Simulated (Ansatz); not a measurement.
Gas-phase electronic energies from Ansatz, PBE0-D4/def2-TZVP geometries. CBS: MP2 limit from def2 TZ/QZ plus the TZ coupled-cluster correction, frozen cores. This one scheme is used for every species. DFT in def2-TZVPP. HSE06 is defined as in plane-wave codes. Triplets are unrestricted, without spin–orbit coupling. One conformer a species, not always the lowest.

Consider the formal loss of a carbene: `COB(C)F` → `COBF` + `[CH2]` (triplet).

CCSD(T)/CBS gives +4.99 eV.

(1) Another level gave +5.00 eV. Which?
A. CCSD(T)/def2-TZVPP
B. CCSD/def2-TZVPP
C. PBE/def2-TZVPP
D. HSE06/def2-TZVPP

Largest T1 diagnostic among the species: 0.013.

Answers

(1) C. PBE 5.00, HSE06 4.94, CCSD(T)/def2-TZVPP 4.86, CCSD/def2-TZVPP 4.75 eV.

From PBE to PBE0 (25 % exact exchange), in def2-TZVPP and without D4, ΔE moves by −0.07 eV. The D4 term adds +0.10 eV with B3LYP and +0.06 eV with PBE0; it sums over pairs of atoms, weighted by their polarisabilities, and B3LYP, whose exchange is more repulsive, gets the larger term.

B3LYP here is the variant with VWN-RPA as its local correlation; programs differ in this.
